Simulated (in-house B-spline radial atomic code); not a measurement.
Spin-orbit splittings of orbital energies (j = l + 1/2 less j = l - 1/2) and ratios of mean radii (lower j over upper j) along the 7-electron series, configuration [He] 2s2 2p3. Computed with a radial B-spline atomic code at the basis-set limit: Dirac-Hartree-Fock, average of the configuration, finite nuclei.

| ion | Z | splitting of 2p (eV) | radius ratio of 2p |
| --- | --- | --- | --- |
| N | 7 | 0.018983 | 0.99909 |
| O+ | 8 | 0.042834 | 0.99894 |
| F2+ | 9 | 0.084163 | 0.9987 |
| Ne3+ | 10 | 0.14972 | 0.99841 |
| Mg5+ | 12 | 0.38624 | 0.9977 |
| Al6+ | 13 | 0.57636 | 0.99729 |
| Si7+ | 14 | 0.82907 | 0.99683 |
| P8+ | 15 | 1.1568 | 0.99635 |
| S9+ | 16 | 1.5732 | 0.99582 |

Problem. With what power of Z does the column «splitting of 2p (eV)» change over this range?

Solution. A fit of the logarithm of its size against log Z from Z = 7 to 16 has slope 5.30. An unscreened hydrogenic electron would give 4 at low Z; screening makes the apparent power larger near the neutral end, and relativity raises it again at high Z.
